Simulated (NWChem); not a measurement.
System: BeNH₃S; SMILES [NH2][Be][SH]

NWChem input:

```
start job
memory heap 200 mb stack 900 mb global 1100 mb
geometry units angstroms noautoz
  Be     0.043793    -0.584133     0.000129
  N      0.009262    -2.080090     0.001621
  H     -0.005637    -2.669505    -0.824241
  H      0.000732    -2.667354     0.829103
  S      0.108203     1.321507    -0.001279
  H     -1.239451     1.442497     0.003770
end
basis spherical
  * library def2-svp
end
dft
  xc xpbe96 cpbe96
  iterations 150
  vectors input atomic output neutral.movecs
end
task dft energy
charge 1
dft
  odft
  mult 2
  vectors input atomic output cation.movecs
end
task dft energy
```

All runs use the structure optimised with PBE0/def2-SVP.

Ions are spin-unrestricted doublets at the neutral geometry; other ion states weren't tried.

Question: Predict the main results of this run. (PBE/def2-SVP, vertical spin-unrestricted ions.) Quantities: −ε(HOMO) (eV).

Answer: 
| Item | Result |
|---|---|
| −ε(HOMO) (eV) | 6.01 |
